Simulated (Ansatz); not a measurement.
Be2Te3. The state is a quintet with charge 0. Geometry PBE0-D4/def2-SVP; atoms count from 1.

| atom | x (Å) | y (Å) | z (Å) |
| --- | --- | --- | --- |
| Be1 | 0.039 | -0.255 | 1.323 |
| Be2 | 1.280 | -0.065 | -0.344 |
| Te3 | 0.289 | 1.381 | -1.820 |
| Te4 | -1.790 | 1.067 | 0.927 |
| Te5 | 0.181 | -2.128 | -0.086 |

In the def2 sets Te takes a core potential; there is no spin–orbit coupling. At PBE0-D4/def2-TZVP a singlet of charge 0 lies 3.42 eV below the quintet, each at its own geometry. The structure comes from a short search, and lower isomers may exist.

(1) Estimate the Mulliken populations from the PBE0/def2-TZVP orbitals of Ansatz.

(2) Where does the spin sit?

(3) And the Mayer bond orders between bonded heavy atoms (over 0.3)?

Answers

(1) 
| atom | charge (e) | spin (α − β) |
| --- | --- | --- |
| Be1 | -0.02 | 0.30 |
| Be2 | -0.01 | 0.29 |
| Te3 | 0.02 | 1.33 |
| Te4 | 0.02 | 1.32 |
| Te5 | 0.00 | 0.75 |
Mulliken values and Mayer orders depend strongly on the basis.

(2) Summed by element: Be 0.59, Te 3.41, of 4 unpaired in all. Largest on single atoms: Te3 1.33, Te4 1.32, Te5 0.75.

(3) Be1–Be2 0.69 (2.09 Å); Be1–Te4 1.03 (2.29 Å); Be1–Te5 0.94 (2.35 Å); Be2–Te3 1.03 (2.29 Å); Be2–Te5 0.93 (2.35 Å). Values over 0.3 also appear between atoms too far apart for a bond (Te3–Te4 0.48 at 3.46 Å); they arise where an orbital or an unpaired electron spreads over both atoms.
